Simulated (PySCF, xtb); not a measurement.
Te(Cl)(OMe) (CH3ClOTe), SMILES Cl[Te]OC. The values are those of a single conformer.

Harmonic wavenumbers (cm⁻¹) from GFN2-xTB (xtb) at its own minimum, in rising order: 73, 122, 199, 255, 356, 496, 1032, 1129, 1138, 1407, 1469, 1479, 2952, 2960, 2986.

**Question.** What does PBE0-D3(BJ)/def2-SVP run with PySCF give at its own minimum? (Estimate from the structure and the level; the computed values follow.)

**Answer.** 81, 129, 215, 287, 366, 576, 1102, 1169, 1180, 1448, 1456, 1477, 3020, 3110, 3143. Paired by order, the mean absolute difference is 49 cm⁻¹ and the zero-point energies are 25.8 and 26.8 kcal/mol.
